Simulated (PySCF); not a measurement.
# How the functional moves excitation energies

Species: GeF4.
SMILES: `[F][Ge]([F])([F])[F]`

Linear-response calculations in the def2-SVPD basis (PySCF; singlets by full response, triplets Tamm–Dancoff, core orbitals frozen in the response; HF means time-dependent Hartree–Fock). 'Strongest' is the level of largest summed f among the singlets computed (10 roots, of which the last may lack a degenerate partner); it can jump between rows when another state enters that window. S1 is the lowest singlet of each run and needn't be the same state throughout; f(S1) is that of one state. Geometry: PBE0-D3(BJ)/def2-SVP; no solvent, vibrations or thermal averaging. The LDA/def2-SVPD calculation is non-relativistic and has no spin–orbit coupling, an omission that weighs most on germanium.

```json
{"functional": "LDA", "kind": "LDA", "S1 (eV)": "7.45", "f(S1)": "0.000", "strongest (eV)": "8.19", "T1 (eV)": "7.13", "HOMO (eV)": "-10.96", "gap (eV)": "7.27"}
{"functional": "PBE", "kind": "GGA", "S1 (eV)": "7.52", "f(S1)": "0.000", "strongest (eV)": "8.24", "T1 (eV)": "7.18", "HOMO (eV)": "-10.71", "gap (eV)": "7.37"}
{"functional": "B3LYP", "kind": "global hybrid, 20% exact exchange", "S1 (eV)": "8.46", "f(S1)": "0.000", "strongest (eV)": "9.19", "T1 (eV)": "8.05", "HOMO (eV)": "-12.57", "gap (eV)": "9.95"}
{"functional": "PBE0", "kind": "global hybrid, 25% exact exchange", "S1 (eV)": "8.79", "f(S1)": "0.000", "strongest (eV)": "9.51", "T1 (eV)": "8.34", "HOMO (eV)": "-12.91", "gap (eV)": "10.70"}
{"functional": "BHandHLYP", "kind": "global hybrid, 50% exact exchange", "S1 (eV)": "9.80", "f(S1)": "0.000", "strongest (eV)": "10.51", "T1 (eV)": "9.28", "HOMO (eV)": "-15.08", "gap (eV)": "13.85"}
{"functional": "CAM-B3LYP", "kind": "range-separated hybrid", "S1 (eV)": "8.95", "f(S1)": "0.000", "strongest (eV)": "9.70", "T1 (eV)": "8.48", "HOMO (eV)": "-14.49", "gap (eV)": "13.21"}
{"functional": "wB97X-D", "kind": "range-separated hybrid", "S1 (eV)": "9.03", "f(S1)": "0.000", "strongest (eV)": "9.77", "T1 (eV)": "8.60", "HOMO (eV)": "-14.90", "gap (eV)": "14.53"}
{"functional": "LC-wPBE", "kind": "range-separated hybrid", "S1 (eV)": "9.36", "f(S1)": "0.000", "strongest (eV)": "10.11", "T1 (eV)": "8.82", "HOMO (eV)": "-15.77", "gap (eV)": "15.88"}
{"functional": "HF", "kind": "Hartree–Fock", "S1 (eV)": "11.79", "f(S1)": "0.000", "strongest (eV)": "12.45", "T1 (eV)": "11.10", "HOMO (eV)": "-18.66", "gap (eV)": "19.92"}
```

S1 runs from 7.45 eV (LDA) to 11.79 eV (HF), a spread of 4.34 eV, while the orbital gap spreads over 12.6 eV. Along PBE (0%), B3LYP (20%), PBE0 (25%), BHandHLYP (50%), HF (100%) S1 rises with the share of exact exchange.
